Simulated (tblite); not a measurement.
Compound: 2-chlorobenzoyl chloride, C7H4Cl2O.
Geometry (GFN2-xTB, Å), atoms numbered from 1 in this order:
```xyz
14
C7H4Cl2O angstrom
O      3.007    1.051    0.094
C      2.310    0.097   -0.026
Cl     3.108   -1.481   -0.257
C      0.846    0.028   -0.012
C      0.159   -1.180   -0.171
C     -1.218   -1.230   -0.155
C     -1.950   -0.064    0.021
C     -1.298    1.143    0.181
C      0.090    1.201    0.166
Cl     0.826    2.736    0.372
H      0.727   -2.086   -0.309
H     -1.723   -2.175   -0.280
H     -3.029   -0.096    0.035
H     -1.855    2.056    0.319
```

Computed with GFN2-xTB (tblite): harmonic, unscaled wavenumbers at the GFN2-xTB geometry, gas phase. Errors from tens to a few hundred cm⁻¹ against measured bands are possible. One conformer, not necessarily the lowest. The optimisation stopped once no atom felt more than 0.01 eV/Å.

Lowest wavenumbers of the output (negative numbers stand for imaginary wavenumbers):
```
mode    cm-1
  1     -27.1
  2      98.9
  3     177.6
  4     198.9
  5     235.4
  6     344.4
  7     380.9
  8     386.1
```

**Question.** Is this structure a minimum?

**Answer.** Not by this Hessian. 1 mode is imaginary beyond 20i (27i cm⁻¹), so at this level the point lies at or near a first-order saddle. The curvature is small, so loose convergence or finite differences may be the whole cause.

**Question.** Which atoms move in the imaginary mode?

**Answer.** 27i: O1 (carbonyl oxygen) 47 %, Cl3 (chlorine bonded to C) 26 %. These are shares of the mass-weighted motion.

**Question.** What is the remedy?

**Answer.** Step along that mode in both directions, optimise again with tighter thresholds and repeat the frequencies. The zero-point energy of this point (55.2 kcal/mol) counts the 35 real modes alone, and thermal corrections from it aren't those of a minimum.
